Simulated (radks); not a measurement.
Results of a calculation; reference values are marked as such.
Initial-state core-level shifts of neutral thulium when its valence configuration changes from [Xe] 4f13 6s2. Code: a radial shooting solver on a logarithmic mesh with Libxc functionals. Model: scalar-relativistic Kohn-Sham, PBE, spin-polarised, spherical densities, point nucleus; open shells are filled with parallel spins first (spin-orbit coupling, left out, can overturn this in heavy ions). Shifts are changes of the shell-averaged eigenvalues in eV (positive: less bound).

valence                1s       4s       4p      5p
4f11 5d2 6s2      -13.872  -15.853  -15.525  -6.295
4f13 5d1 6s1       +0.524   +0.563   +0.569  +0.636
4f12.5 5d0.5 6s2   -3.265   -3.710   -3.652  -1.782
4f12.5 6s2 6p0.5   -4.659   -5.120   -5.066  -3.208
4f12 5d1 6s2       -6.644   -7.579   -7.445  -3.373
4f12 6s2 6p1       -9.787  -10.760  -10.637  -6.494
4f13 5d0.5 6s1.5   +0.259   +0.279   +0.283  +0.315
